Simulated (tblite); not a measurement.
C3H11ClO2Si2.
Atom-mapped SMILES: `[CH3:1][CH2:2][O:3][C@@H:4]([O:5][SiH3:6])[SiH2:7][Cl:8]` (hydrogens: H9, H10, H11 on C1; H12, H13 on C2; H14 on C4; H15, H16, H17 on Si6; H18, H19 on Si7)

Computed geometry: GFN2-xTB, gas phase.

Question: Give the optimised bond lengths and angles.

Answer: 
```json
{"bond": "C1–C2", "length (pm)": "151.9", "order": "single"}
{"bond": "C2–O3", "length (pm)": "142.1", "order": "single"}
{"bond": "O3–C4", "length (pm)": "138.9", "order": "single"}
{"bond": "C4–O5", "length (pm)": "140.4", "order": "single"}
{"bond": "O5–Si6", "length (pm)": "162.1", "order": "single"}
{"bond": "C4–Si7", "length (pm)": "191.4", "order": "single"}
{"bond": "Si7–Cl8", "length (pm)": "200.5", "order": "single"}
{"bond": "C1–H9, C1–H10, C1–H11", "length (pm)": "108.6", "order": "single"}
{"bond": "C2–H12", "length (pm)": "109.8", "order": "single"}
{"bond": "C2–H13", "length (pm)": "110.2", "order": "single"}
{"bond": "C4–H14", "length (pm)": "110.6", "order": "single"}
{"bond": "Si6–H15, Si6–H16", "length (pm)": "146.6", "order": "single"}
{"bond": "Si6–H17", "length (pm)": "145.2", "order": "single"}
{"bond": "Si7–H18", "length (pm)": "146.0", "order": "single"}
{"bond": "Si7–H19", "length (pm)": "145.6", "order": "single"}
```

Bonds in one row agree within 1 pm and their mean is given. Orders are formal, as drawn. A selection of angles:
```json
{"angle": "C2–C1–H9", "degrees": "109.9"}
{"angle": "H9–C1–H10", "degrees": "108.6"}
{"angle": "C1–C2–O3", "degrees": "108.5"}
{"angle": "C1–C2–H12", "degrees": "110.6"}
{"angle": "C1–C2–H13", "degrees": "110.7"}
{"angle": "O3–C2–H12", "degrees": "109.7"}
{"angle": "O3–C2–H13", "degrees": "109.0"}
{"angle": "H12–C2–H13", "degrees": "108.3"}
{"angle": "C2–O3–C4", "degrees": "114.9"}
{"angle": "O3–C4–O5", "degrees": "111.2"}
{"angle": "O3–C4–Si7", "degrees": "105.1"}
{"angle": "O3–C4–H14", "degrees": "109.5"}
{"angle": "O5–C4–Si7", "degrees": "107.9"}
{"angle": "O5–C4–H14", "degrees": "108.9"}
{"angle": "Si7–C4–H14", "degrees": "114.2"}
{"angle": "C4–O5–Si6", "degrees": "129.6"}
{"angle": "O5–Si6–H15", "degrees": "111.2"}
{"angle": "O5–Si6–H16", "degrees": "110.3"}
{"angle": "O5–Si6–H17", "degrees": "99.2"}
{"angle": "H15–Si6–H16", "degrees": "108.0"}
{"angle": "H15–Si6–H17", "degrees": "113.3"}
{"angle": "H16–Si6–H17", "degrees": "114.7"}
{"angle": "C4–Si7–Cl8", "degrees": "107.3"}
{"angle": "C4–Si7–H18", "degrees": "109.0"}
{"angle": "C4–Si7–H19", "degrees": "107.9"}
{"angle": "Cl8–Si7–H18", "degrees": "109.8"}
{"angle": "Cl8–Si7–H19", "degrees": "109.5"}
{"angle": "H18–Si7–H19", "degrees": "113.1"}
```

Dihedral angles: C1–C2–O3–C4 173° (antiperiplanar); C2–O3–C4–O5 66° (synclinal); O3–C4–O5–Si6 -121° (anticlinal); O3–C4–Si7–Cl8 177° (antiperiplanar).

Of the pairs four or more bonds apart, O5···H12 is among the closest relative to their van der Waals radii: 2.61 Å, 96 % of the sum of Bondi's values. The C–O distances run from 1.389 Å (O3–C4, drawn single) to 1.421 Å (C2–O3, drawn single), a spread of 0.032 Å. Si7 (chlorine-bound silicon) is distorted tetrahedral (angles from 107.3° to 113.1°). O3 (ether oxygen) is bent (angle 114.9°). Si6 (oxygen-bound silicon) is distorted tetrahedral (angles from 99.2° to 114.7°).

Point group: C1 (no symmetry element, even within 0.4 Å). Its GFN2-xTB frequencies are all real (lowest 28 cm⁻¹). The numbers are those of one conformer.

Time: 2.1 s. Hardware: an Intel Xeon at 2.70 GHz with one thread, no GPU (shared host). That covers the optimisation of the geometry.
